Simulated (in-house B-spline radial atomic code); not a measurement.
Values are calculated unless marked as measured or tabulated.
**Cu in an electron gas of r_s = 1.8: phase shifts, screening and friction**

A nucleus sits in a uniform electron gas with a rigid positive background. The Kohn-Sham equations are solved self-consistently in the spin-unpolarised LDA (PW92), non-relativistic, on B-splines with outgoing waves at the boundary and partial waves to l = 8. The model has no lattice, no bands and no magnetic solution. Atomic units; δ_l are the phase shifts at the Fermi level, counted so that each bound state adds π, and good to about 0.0005.

The density parameter is r_s = 1.8 bohr.

```json
{"l": "0", "δ_l (rad)": "9.3135"}
{"l": "1", "δ_l (rad)": "6.6719"}
{"l": "2", "δ_l (rad)": "3.1118"}
{"l": "3", "δ_l (rad)": "0.0682"}
{"l": "4", "δ_l (rad)": "0.0151"}
{"l": "5", "δ_l (rad)": "0.0033"}
{"l": "6", "δ_l (rad)": "0.0008"}
{"l": "7", "δ_l (rad)": "0.0001"}
{"l": "8", "δ_l (rad)": "0.0000"}
```

Bound levels below the band bottom (hartree): s -320.3, s -37.7, p -33.03, s -3.666, p -2.219.

(1) Check the Friedel sum rule, and say where the screening charge sits.

(2) Find the transport cross section and the electronic stopping of a 2 keV Cu ion (mass 63.55 u).

Results:

(1) k_F = (9π/4)^(1/3)/r_s = 1.06620. The rule is Z = (2/π) Σ (2l + 1) δ_l. The terms are s 5.929, p 12.742, d 9.905, f 0.304 and 0.117 beyond, in all 28.998 against Z = 29. Bound states hold 6 s, 12 p, 0 d electrons, so the scattering states carry 11.00 in all; where a term is smaller than its bound count, the bound level has drawn weight out of the band.

(2) σ_tr = (4π/k_F²) Σ (l + 1) sin²(δ_l − δ_(l+1)). The terms for l = 0 to 3 are 0.2298, 0.3303, 0.0287, 0.0113, all together 0.6009, so σ_tr = 11.054 × 0.6009 = 6.642 bohr². With n = 3/(4π r_s³) = 0.04093, the friction coefficient is Q = n k_F σ_tr = 0.2899. For v well below v_F = 1.066, dE/dx = Q v; with 24801 eV per u at v = 1, v = √(2000/(24801 × 63.55)) = 0.0356, so dE/dx = 0.01033 hartree/bohr = 5.31 eV/nm. The largest term couples the p and d waves.
